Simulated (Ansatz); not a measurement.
Steps of a relaxation of CH7FOSi2 (`F[SiH2]OC[SiH3]`) with RKS PBE0-D4/def2-TZVP.

```sh
$ ansatz run in.yaml --threads 4 --pin off --events-out ev --progress --plain --max-ram 10444MiB
```

```yaml
crystal:
  periodic: [false, false, false]
  atoms:
    - {symbol: F, position_ang: [-2.620932, -0.110519, 1.551122]}
    - {symbol: Si, position_ang: [-1.144058, 0.598812, 1.571315]}
    - {symbol: O, position_ang: [0.006700, -0.464609, 1.005905]}
    - {symbol: C, position_ang: [0.069641, -0.942312, -0.344271]}
    - {symbol: Si, position_ang: [1.330954, 0.074255, -1.365926]}
    - {symbol: H, position_ang: [-0.758251, 0.894447, 2.982212]}
    - {symbol: H, position_ang: [-1.258718, 1.810069, 0.692355]}
    - {symbol: H, position_ang: [0.391716, -2.006567, -0.317913]}
    - {symbol: H, position_ang: [-0.929085, -0.939147, -0.840198]}
    - {symbol: H, position_ang: [0.902228, 1.515182, -1.407112]}
    - {symbol: H, position_ang: [2.686073, -0.016636, -0.724126]}
    - {symbol: H, position_ang: [1.400732, -0.467975, -2.769264]}
basis:
  gaussian: {orbitals: def2-TZVP}
hamiltonian: {xc: pbe0, dispersion: d4}
relax: {f_tol: 0.005, max_steps: 150}
```

Positions (Å) and forces (eV/Å) along the path, 11 of 33 steps:

```xyz
12
step=1 energy=-21662.8567 eV
F    -2.621   -0.111    1.551    1.167    0.572    0.024
Si   -1.144    0.599    1.571   -0.190   -0.978   -0.334
O     0.007   -0.465    1.006   -0.813    0.629    0.085
C     0.070   -0.942   -0.344   -0.097   -0.226   -0.230
Si    1.331    0.074   -1.366   -0.022   -0.013    0.049
H    -0.758    0.894    2.982   -0.134   -0.074   -0.324
H    -1.259    1.810    0.692    0.001   -0.311    0.208
H     0.392   -2.007   -0.318   -0.169    0.542    0.053
H    -0.929   -0.939   -0.840    0.481    0.033    0.292
H     0.902    1.515   -1.407    0.086   -0.295    0.007
H     2.686   -0.017   -0.724   -0.278    0.017   -0.132
H     1.401   -0.468   -2.769   -0.031    0.105    0.301
12
step=2 energy=-21662.9218 eV
F    -2.592   -0.113    1.540    0.699    0.343    0.014
Si   -1.132    0.592    1.560   -0.182   -0.754   -0.211
O     0.010   -0.458    1.000   -0.497    0.457    0.166
C     0.069   -0.932   -0.345    0.010   -0.075   -0.088
Si    1.326    0.075   -1.357   -0.054   -0.050    0.035
H    -0.762    0.886    2.959   -0.036    0.002   -0.072
H    -1.256    1.786    0.686    0.006   -0.061    0.048
H     0.378   -1.987   -0.311   -0.048    0.166   -0.008
H    -0.922   -0.920   -0.828    0.149    0.013    0.076
H     0.902    1.503   -1.401    0.023   -0.070    0.004
H     2.669   -0.017   -0.722   -0.067    0.002   -0.031
H     1.387   -0.468   -2.746   -0.002    0.028    0.067
12
step=3 energy=-21662.9422 eV
F    -2.564   -0.123    1.536   -0.005    0.003    0.008
Si   -1.129    0.580    1.555   -0.028   -0.034    0.021
O     0.005   -0.444    0.999    0.009    0.020   -0.045
C     0.068   -0.921   -0.343    0.032   -0.023   -0.005
Si    1.323    0.071   -1.355    0.011    0.027    0.016
H    -0.768    0.886    2.950    0.004    0.012    0.016
H    -1.259    1.772    0.686   -0.001    0.023   -0.009
H     0.370   -1.972   -0.308   -0.004   -0.027    0.006
H    -0.917   -0.903   -0.826   -0.025    0.004   -0.003
H     0.905    1.496   -1.399    0.005    0.010   -0.006
H     2.661   -0.026   -0.722    0.011   -0.004    0.001
H     1.383   -0.471   -2.739   -0.010   -0.010    0.001
12
step=5 energy=-21662.9437 eV
F    -2.566   -0.150    1.579   -0.007   -0.002    0.003
Si   -1.145    0.579    1.562   -0.009    0.000    0.027
O    -0.002   -0.422    0.986    0.021    0.008   -0.028
C     0.067   -0.910   -0.352    0.024   -0.028   -0.005
Si    1.340    0.066   -1.359   -0.003    0.007    0.016
H    -0.755    0.894    2.948   -0.008    0.008    0.001
H    -1.317    1.770    0.697    0.002   -0.003   -0.006
H     0.358   -1.964   -0.307   -0.005    0.008   -0.004
H    -0.912   -0.884   -0.845   -0.018    0.008    0.001
H     0.940    1.497   -1.408    0.006   -0.003   -0.001
H     2.678   -0.047   -0.726   -0.002   -0.001   -0.001
H     1.392   -0.482   -2.741   -0.001   -0.003   -0.003
12
step=7 energy=-21662.9449 eV
F    -2.555   -0.214    1.665    0.063    0.027   -0.003
Si   -1.165    0.573    1.574   -0.047   -0.006   -0.023
O    -0.003   -0.384    0.964    0.015    0.005    0.043
C     0.062   -0.885   -0.368   -0.023    0.004   -0.017
Si    1.369    0.056   -1.365   -0.013   -0.008   -0.003
H    -0.735    0.931    2.939   -0.010   -0.002   -0.019
H    -1.424    1.741    0.695    0.004   -0.033    0.020
H     0.323   -1.947   -0.316   -0.009    0.010   -0.002
H    -0.913   -0.832   -0.869    0.015    0.003    0.001
H     1.006    1.497   -1.416    0.008   -0.005    0.005
H     2.699   -0.096   -0.723   -0.009    0.005   -0.002
H     1.413   -0.494   -2.747    0.006    0.002    0.000
12
step=11 energy=-21662.9493 eV
F    -2.472   -0.384    1.841    0.037    0.014   -0.008
Si   -1.195    0.543    1.589    0.004    0.017    0.014
O     0.031   -0.314    0.948   -0.048    0.004   -0.035
C     0.041   -0.810   -0.390   -0.005   -0.015    0.020
Si    1.424    0.033   -1.368    0.003    0.005   -0.003
H    -0.718    1.048    2.891   -0.016   -0.006   -0.018
H    -1.643    1.601    0.649    0.003   -0.030    0.025
H     0.192   -1.895   -0.355    0.000    0.029   -0.003
H    -0.924   -0.648   -0.891    0.024   -0.004    0.011
H     1.158    1.494   -1.421    0.003   -0.006    0.000
H     2.733   -0.205   -0.709   -0.007   -0.008    0.000
H     1.450   -0.517   -2.751    0.002    0.000   -0.003
12
step=24 energy=-21662.9633 eV
F    -2.026   -0.859    2.203    0.057    0.110   -0.041
Si   -1.306    0.471    1.678    0.021   -0.078   -0.066
O     0.023    0.108    0.806   -0.125    0.028    0.066
C    -0.015   -0.495   -0.485    0.022   -0.010   -0.001
Si    1.581   -0.074   -1.410   -0.031    0.006   -0.008
H    -0.846    1.246    2.846   -0.013   -0.016   -0.010
H    -2.306    1.174    0.830    0.053   -0.046    0.049
H    -0.121   -1.583   -0.386    0.001    0.026   -0.004
H    -0.883   -0.142   -1.060    0.021   -0.005    0.004
H     1.682    1.399   -1.588    0.009   -0.026    0.018
H     2.757   -0.574   -0.653   -0.022    0.016   -0.006
H     1.535   -0.726   -2.747    0.006   -0.006    0.000
12
step=26 energy=-21662.9643 eV
F    -2.023   -0.855    2.200    0.005    0.001   -0.002
Si   -1.305    0.471    1.676   -0.024    0.010    0.016
O     0.019    0.112    0.804    0.029   -0.015   -0.016
C    -0.015   -0.495   -0.485   -0.006    0.009   -0.012
Si    1.579   -0.074   -1.412   -0.006    0.001    0.008
H    -0.846    1.243    2.846   -0.003    0.001    0.000
H    -2.304    1.172    0.834    0.002   -0.002    0.004
H    -0.119   -1.581   -0.384   -0.001    0.003    0.004
H    -0.882   -0.144   -1.062    0.006   -0.006   -0.004
H     1.684    1.397   -1.583    0.001   -0.001    0.000
H     2.754   -0.572   -0.653   -0.001    0.000    0.001
H     1.536   -0.728   -2.748   -0.001    0.000    0.000
12
step=28 energy=-21662.9644 eV
F    -1.997   -0.869    2.210    0.012    0.015   -0.008
Si   -1.306    0.469    1.678   -0.019   -0.005    0.012
O     0.017    0.129    0.795    0.003   -0.004    0.001
C    -0.019   -0.483   -0.491    0.001    0.001   -0.011
Si    1.582   -0.079   -1.412    0.004    0.000    0.008
H    -0.850    1.251    2.842    0.000   -0.002   -0.001
H    -2.324    1.152    0.844    0.002   -0.003    0.003
H    -0.133   -1.568   -0.386    0.000    0.001    0.000
H    -0.882   -0.128   -1.072    0.001   -0.001    0.000
H     1.701    1.392   -1.584   -0.001   -0.001   -0.003
H     2.747   -0.585   -0.644    0.000   -0.001   -0.001
H     1.541   -0.735   -2.747   -0.002    0.001    0.001
12
step=32 energy=-21662.9646 eV
F    -1.936   -0.901    2.233   -0.001   -0.002    0.001
Si   -1.311    0.462    1.685    0.000    0.003    0.000
O     0.006    0.172    0.776    0.001    0.000    0.000
C    -0.028   -0.452   -0.504   -0.001    0.003    0.000
Si    1.591   -0.089   -1.410    0.000   -0.005   -0.001
H    -0.864    1.266    2.837    0.000    0.000    0.000
H    -2.372    1.101    0.870    0.000    0.000    0.000
H    -0.163   -1.535   -0.392    0.001    0.000   -0.001
H    -0.877   -0.085   -1.097    0.000    0.000    0.000
H     1.745    1.377   -1.596   -0.001   -0.001    0.001
H     2.737   -0.615   -0.628    0.001    0.001    0.001
H     1.548   -0.756   -2.740    0.000    0.001   -0.001
12
step=33 energy=-21662.9646 eV
F    -1.935   -0.902    2.233   -0.001   -0.001    0.000
Si   -1.311    0.462    1.685    0.000    0.002    0.000
O     0.006    0.172    0.776    0.001    0.000    0.000
C    -0.028   -0.452   -0.504    0.000    0.000    0.001
Si    1.591   -0.089   -1.410   -0.001    0.000    0.000
H    -0.864    1.266    2.837    0.000    0.000    0.000
H    -2.372    1.101    0.870    0.000    0.000    0.000
H    -0.163   -1.534   -0.392    0.000    0.000    0.000
H    -0.877   -0.084   -1.097    0.000    0.000    0.000
H     1.745    1.376   -1.596    0.000    0.000    0.000
H     2.738   -0.615   -0.627    0.000    0.000    0.000
H     1.548   -0.756   -2.740    0.000    0.000    0.000
```

It took 2.1 min on 4 threads of an Arm Neoverse V1 on a shared host, with 0.58 GiB of host memory at the peak.
